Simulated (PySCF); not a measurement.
**Telling isomers of C$_{6}$H$_{3}$Cl$_{2}$F apart by NMR**

Method: GFN2-xTB structure, σ from GIAO-PBE0/pcSseg-1, in PySCF 2.14.0 with density-fitted response routines (relativity neglected, no solvent model, rapidly exchanging positions averaged, single conformer).

Chemical shifts δ = σref − σ; 1H (σ = 31.72 ppm), 13C (σ = 186.93 ppm) against TMS, all at this level. Splittings of carbon signals by F and P are missing where no couplings were computed. Where no couplings were computed, multiplicities follow the n + 1 count of equivalent neighbours, and m marks all less simple cases (inequivalent or close neighbours, rings, F or P nearby). Shifts are as computed. Against solution values, carbons near 30 ppm lie about +3 ppm off and those near 130 ppm about +5 ppm; carbons on Cl a further +6 ppm (rms about the fit 2.1 ppm; single classes can miss by 10 ppm). Of 1328 compounds with measured shifts, 309 miss one by over three times the rms of a fit or turn the order of signals round; such compounds aren't used in these exercises. Signals without a measured value on file couldn't be tested in this way; 1H shifts scatter by 0.2 ppm about their fit, and single ones miss by 0.5 ppm. Carbons bonded to Cl come out too deshielded.

(1) Tabulate the signals of `FCC#CC#CC(Cl)Cl`, `F[C@@]12C=C[C@@]3(Cl)[C@@H]1[C@]32Cl` and their relative energies.

(2) What is the quickest way to tell FCC#CC#CC(Cl)Cl from F[C@@]12C=C[C@@]3(Cl)[C@@H]1[C@]32Cl?

## Answers

(1) 
```tsv
SMILES	carbon types	δC	δH	E rel. (kcal/mol)
FCC#CC#CC(Cl)Cl	4×C 1×CH 1×CH2	89.0, 86.9, 81.6, 79.4, 73.7, 71.8	6.39 (s, 1H), 5.53 (m, 2H)	17.6
F[C@@]12C=C[C@@]3(Cl)[C@@H]1[C@]32Cl	3×C 3×CH	141.8, 137.1, 89.4, 85.9, 64.4, 54.8	6.31 (m, 1H), 6.04 (m, 1H), 4.23 (m, 1H)	0.0
```

Energies are electronic energies at PBE0/pcSseg-1 on these geometries, without zero-point or thermal terms, each for the one conformer computed, which needn't be the lowest.

(2) Both give the same number of carbon signals, but DEPT or the intensities differ. The first has a propargylic sp3 CH2 bonded to F at 73.7 ppm, the second an alkene CH at 141.8 ppm. Their most deshielded carbons lie at 89.0 and 141.8 ppm.
